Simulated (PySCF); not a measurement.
Isomers of C8H16, one conformer each; single-point electronic energies without zero-point terms and without any empirical dispersion term.

All values: PBE0/pcSseg-1 (PySCF, non-relativistic), each on one gas-phase PBE0-D3(BJ)/def2-SVP geometry that isn't relaxed in the solvent. The solvent is an IEF-PCM continuum (van der Waals radii × 1.2). Only the electrostatic response of the medium enters.

| isomer | relative energy, gas (kcal/mol) | dipole (D) |
| --- | --- | --- |
| `C[C@@H]1CCCC[C@H]1C` | 0.0 | 0.05 |
| `C1CCC(CC1)(C)C` | 0.3 | 0.10 |
| `CC(C)C1CCCC1` | 6.7 | 0.06 |

Question: How do the relative energies look in chloroform (ε = 4.711)?

Answer: 
```
               isomer  relative energy, solvent (kcal/mol)  E(solvent) − E(gas) (kcal/mol)  dipole in solvent (D)
`C[C@@H]1CCCC[C@H]1C`                                  0.0                            -0.5                   0.05
     `C1CCC(CC1)(C)C`                                  0.3                            -0.5                   0.11
       `CC(C)C1CCCC1`                                  6.7                            -0.5                   0.06
```

The order is unchanged. Conformers: `[CH3:1][C@@H:2]1[CH2:3][CH2:4][CH2:5][CH2:6][C@H:7]1[CH3:8]` with C1–C2–C3–C4 179°, C2–C3–C4–C5 55°, C3–C4–C5–C6 -55°, C4–C5–C6–C7 55°; `[CH3:1][C:2]1([CH3:3])[CH2:4][CH2:5][CH2:6][CH2:7][CH2:8]1` with C1–C2–C4–C5 172°, C2–C4–C5–C6 -55°, C4–C5–C6–C7 55°, C5–C6–C7–C8 -55°; `[CH3:1][CH:2]([CH3:3])[CH:4]1[CH2:5][CH2:6][CH2:7][CH2:8]1` with C1–C2–C4–C5 -178°, C2–C4–C5–C6 -160°, C4–C5–C6–C7 42°, C5–C6–C7–C8 -34°, C6–C7–C8–C4 13°. The gains span 0.0 kcal/mol, the gas-phase energies 6.7 kcal/mol.
